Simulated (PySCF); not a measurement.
## Stationary points of Ca₂S₂

Level of theory: PBE0/[Ca def2-TZVP, S def2-TZVP], no relativity, density fitting, PySCF.

Relaxations began from a few typed shapes. The search is not exhaustive: other isomers or separated fragments can lie lower, and high-lying points may rest on an excited occupation.

| spin | group | bonds | angles | imaginary modes (cm⁻¹) | ΔE (kJ/mol) | ΔE with ZPE (kJ/mol) |
| --- | --- | --- | --- | --- | --- | --- |
| singlet | D2h | Ca–S 2.527 Å (×4) | Ca–S–Ca 80.9° (×2), S–Ca–S 99.1° (×2) | none | 0.0 | 0.0 |
| singlet | D∞h | Ca–Ca 4.549 Å, Ca–S 2.299 Å (×2) | Ca–Ca–S 180.0° (×2) | none | 478.8 | 474.9 |

The lowest minimum found is the singlet D2h: Ca–S 2.527 Å (×4); Ca–S–Ca 80.9° (×2), S–Ca–S 99.1° (×2).
